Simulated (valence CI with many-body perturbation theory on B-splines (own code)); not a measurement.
E1 line list for As⁺

Method: relativistic CI+MBPT: four valence electrons over a frozen Dirac-Fock core [Ar] 3d10, radial functions for each j: 11 s, 11 p, 9 d, 7 f, 5 g, 2 h, 1 i, with the one-electron correlation potential Σ1, the two-electron term Σ2, the three-electron term Σ3, Breit, model QED; selected CI, second order for the rest, scaled by the run's own slope (own B-spline code, finite nucleus).

Against 16 measured levels this calculation errs by 197 cm⁻¹ on average and by 355 at most. These come from a selection out of the NIST Handbook of Basic Atomic Spectroscopic Data. Levels without a partner in it may be off by more. Among the levels kept, up to 510 cm⁻¹ of a level comes from second order outside the variational space, and about a tenth of that is noise between levels of different J, which matters for small intervals.

Lines 151 to 200 of 265 in falling wavelength, among levels below 128251 cm⁻¹, chosen from the strongest by gf and those to the six lowest levels. Wavelengths and rates use the calculated energies, so an error of 200 cm⁻¹ moves a line at 140.1 nm by 0.28 % and its rate by three times that or more. Electric multipoles are in the length gauge, E1 and E2 with the static RPA response of the core. Weak lines are less certain than strong ones. Lines between different terms over intervals too small for the method are left out, as are lines whose strength nearly cancels.

Names give the largest LS component (configuration and term), which can be under half, so a name can repeat, a term be missing and a line seem to break the LS rules; names also repeat where a configuration has a term twice.

| λ vac (nm) | λ from measured levels | Upper | Lower | A (s⁻¹) | log gf | Branch % |
| --- | --- | --- | --- | --- | --- | --- |
| 140.1 | 139.5 | 4s 4p3 3D°_3 | 4s2 4p2 3P_2 | 8.97e+05 | -2.73 | 76.4 |
| 138.0 | 137.4 | 4s 4p3 3D°_2 | 4s2 4p2 3P_1 | 1.59e+06 | -2.65 | 95.3 |
| 137.7 | 137.5 | 4s2 4p 5s 1P°_1 | 4s2 4p2 1D_2 | 1.06e+09 | -0.05 | 87.0 |
| 137.6 | 137.0 | 4s2 4p 4d 1D°_2 | 4s2 4p2 1D_2 | 1.69e+07 | -1.62 | 66.8 |
| 136.2 | 135.6 | 4s 4p3 3D°_1 | 4s2 4p2 3P_0 | 1.62e+06 | -2.87 | 65.8 |
| 134.7 | 134.2 | 4s 4p3 3P°_1 | 4s2 4p2 1D_2 | 7.94e+06 | -2.19 | 17.1 |
| 133.9 | 133.3 | 4s 4p3 3P°_2 | 4s2 4p2 1D_2 | 8.92e+06 | -1.92 | 29.1 |
| 130.9 |  | 4s2 4p 4d 3D°_1 | 4s2 4p2 1S_0 | 1.01e+08 | -1.11 | 2.3 |
| 130.7 | 130.6 | 4s2 4p 5s 3P°_1 | 4s2 4p2 3P_2 | 4.52e+08 | -0.46 | 40.7 |
| 128.9 | 128.8 | 4s2 4p 5s 3P°_0 | 4s2 4p2 3P_1 | 1.07e+09 | -0.58 | 100.0 |
| 128.3 | 128.1 | 4s2 4p 5s 3P°_1 | 4s2 4p2 3P_1 | 2.31e+08 | -0.77 | 20.8 |
| 126.9 |  | 4s2 4p 4d 1P°_1 | 4s2 4p2 1S_0 | 8.11e+08 | -0.23 | 31.1 |
| 126.8 | 126.6 | 4s2 4p 5s 3P°_2 | 4s2 4p2 3P_2 | 8.02e+08 | -0.01 | 72.3 |
| 126.5 | 126.4 | 4s2 4p 5s 3P°_1 | 4s2 4p2 3P_0 | 3.23e+08 | -0.63 | 29.2 |
| 126.3 |  | 4s2 4p 4d 3F°_3 | 4s2 4p2 1D_2 | 1.65e+07 | -1.56 | 35.9 |
| 125.2 |  | 4s2 4p 4d 3P°_1 | 4s2 4p2 1S_0 | 8.32e+07 | -1.23 | 2.3 |
| 124.7 | 124.6 | 4s2 4p 5s 1P°_1 | 4s2 4p2 3P_2 | 8.02e+06 | -2.25 | 0.7 |
| 124.7 | 124.1 | 4s2 4p 4d 1D°_2 | 4s2 4p2 3P_2 | 7.60e+06 | -2.05 | 30.0 |
| 124.5 | 124.3 | 4s2 4p 5s 3P°_2 | 4s2 4p2 3P_1 | 2.92e+08 | -0.47 | 26.3 |
| 122.5 | 122.3 | 4s2 4p 5s 1P°_1 | 4s2 4p2 3P_1 | 3.48e+07 | -1.63 | 2.9 |
| 122.4 | 121.9 | 4s2 4p 4d 1D°_2 | 4s2 4p2 3P_1 | 8.36e+05 | -3.03 | 3.3 |
| 122.3 | 121.8 | 4s 4p3 3P°_1 | 4s2 4p2 3P_2 | 4.61e+06 | -2.51 | 9.9 |
| 121.6 | 121.1 | 4s 4p3 3P°_2 | 4s2 4p2 3P_2 | 1.67e+07 | -1.73 | 54.4 |
| 120.9 | 120.7 | 4s2 4p 5s 1P°_1 | 4s2 4p2 3P_0 | 4.93e+07 | -1.49 | 4.1 |
| 120.2 | 119.7 | 4s 4p3 3P°_1 | 4s2 4p2 3P_1 | 1.73e+07 | -1.95 | 37.2 |
| 120.1 | 119.6 | 4s 4p3 3P°_0 | 4s2 4p2 3P_1 | 3.52e+07 | -2.12 | 100.0 |
| 119.5 | 119.0 | 4s 4p3 3P°_2 | 4s2 4p2 3P_1 | 5.08e+06 | -2.26 | 16.5 |
| 118.6 | 118.2 | 4s 4p3 3P°_1 | 4s2 4p2 3P_0 | 1.52e+07 | -2.02 | 32.7 |
| 116.3 |  | 4s2 4p 4d 3F°_2 | 4s2 4p2 3P_2 | 2.29e+06 | -2.63 | 15.1 |
| 115.3 |  | 4s2 4p 4d 3F°_3 | 4s2 4p2 3P_2 | 2.94e+07 | -1.39 | 64.1 |
| 114.3 |  | 4s2 4p 4d 3F°_2 | 4s2 4p2 3P_1 | 1.29e+07 | -1.90 | 84.9 |
| 112.6 |  | 4s2 4p 4d 3D°_1 | 4s2 4p2 1D_2 | 1.14e+08 | -1.19 | 2.6 |
| 112.0 |  | 4s2 4p 4d 3D°_2 | 4s2 4p2 1D_2 | 1.38e+07 | -1.89 | 0.3 |
| 110.9 |  | 4s2 4p 4d 3D°_3 | 4s2 4p2 1D_2 | 1.26e+08 | -0.79 | 2.6 |
| 109.9 |  | 4s 4p3 3S°_1 | 4s2 4p2 1S_0 | 5.28e+07 | -1.54 | 0.5 |
| 109.6 |  | 4s2 4p 4d 1P°_1 | 4s2 4p2 1D_2 | 6.43e+08 | -0.46 | 24.7 |
| 108.9 |  | 4s2 4p 6s 3P°_1 | 4s2 4p2 1S_0 | 1.40e+07 | -2.13 | 2.4 |
| 108.6 |  | 4s2 4p 4d 3P°_2 | 4s2 4p2 1D_2 | 1.54e+07 | -1.87 | 0.4 |
| 108.4 |  | 4s2 4p 4d 1F°_3 | 4s2 4p2 1D_2 | 3.81e+09 | 0.67 | 94.4 |
| 108.3 |  | 4s2 4p 4d 3P°_1 | 4s2 4p2 1D_2 | 1.46e+08 | -1.11 | 4.0 |
| 105.4 |  | 4s2 4p 6s 1P°_1 | 4s2 4p2 1S_0 | 9.37e+07 | -1.33 | 15.7 |
| 104.0 |  | 4s 4p3 1P°_1 | 4s2 4p2 1S_0 | 7.22e+08 | -0.45 | 20.0 |
| 103.8 |  | 4s2 4p 4d 3D°_1 | 4s2 4p2 3P_2 | 7.88e+06 | -2.42 | 0.2 |
| 103.3 |  | 4s2 4p 4d 3D°_2 | 4s2 4p2 3P_2 | 4.43e+07 | -1.45 | 1.0 |
| 102.4 |  | 4s2 4p 4d 3D°_3 | 4s2 4p2 3P_2 | 4.69e+09 | 0.71 | 97.4 |
| 102.2 |  | 4s2 4p 4d 3D°_1 | 4s2 4p2 3P_1 | 9.02e+08 | -0.37 | 20.5 |
| 101.7 |  | 4s2 4p 4d 3D°_2 | 4s2 4p2 3P_1 | 4.58e+09 | 0.55 | 98.7 |
| 101.4 |  | 4s2 4p 5d 3D°_1 | 4s2 4p2 1S_0 | 2.79e+08 | -0.89 | 12.7 |
| 101.2 |  | 4s2 4p 4d 1P°_1 | 4s2 4p2 3P_2 | 2.36e+08 | -0.96 | 9.0 |
| 101.1 |  | 4s2 4p 4d 3D°_1 | 4s2 4p2 3P_0 | 3.28e+09 | 0.18 | 74.5 |

Task: How does gf follow from A for the line at 133.9 nm?

Result: gf = 1.4992 × (2J+1)_upper × A / σ², with σ = 74685 cm⁻¹ and 2J+1 = 5: gf = 0.0120.
